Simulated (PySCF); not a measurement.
How methods differ on the ionisation energy of Ho⁶⁰⁺

Ho⁶⁰⁺ [He] 2s2 2p3 (4S) → Ho⁶¹⁺ [He] 2s2 2p2 (3P), as a difference of total energies. Calculation: PySCF 2.14, in an uncontracted even-tempered set (19 s from 38 bohr⁻², ratio 2.2; 13 p from 49 bohr⁻², ratio 2.2; 5 d from 180 bohr⁻², ratio 2.4; 5 f from 280 bohr⁻², ratio 2.4; 4 g from 410 bohr⁻², ratio 2.4); scalar relativity by spin-free X2C-1e. Correlated levels: nothing frozen; virtual orbitals above 40 to 60 times the deepest correlated orbital energy dropped. The calculations carry no spin-orbit coupling.

| method | ionisation energy (eV) |
| --- | --- |
| UHF | 13760.8 |
| LDA | 13753.1 |
| PBE | 13755.2 |
| PBE0 | 13756.9 |
| TPSS | 13755.4 |
| PW91 | 13756.8 |
| SCS-MP2 (all electrons) | 13760.3 |

Q: Estimate what r2SCAN gives.

A: 13761.3 eV, closest to UHF among the rows shown.

Q: Estimate what MP2 (all electrons) gives.

A: 13760.9 eV, closest to UHF among the rows shown.

Spin-orbit coupling is strong in these open shells (close to jj coupling). The scalar numbers leave it out and a first-order estimate fails, so it can dominate the gap to the real levels.

For this ion Breit and QED terms and the two-electron picture change, all absent here, outweigh the differences among the correlated methods.

For comparison: 13417 ± 10 eV (theoretical estimate listed by NIST; NIST Atomic Spectra Database, ionization energies).
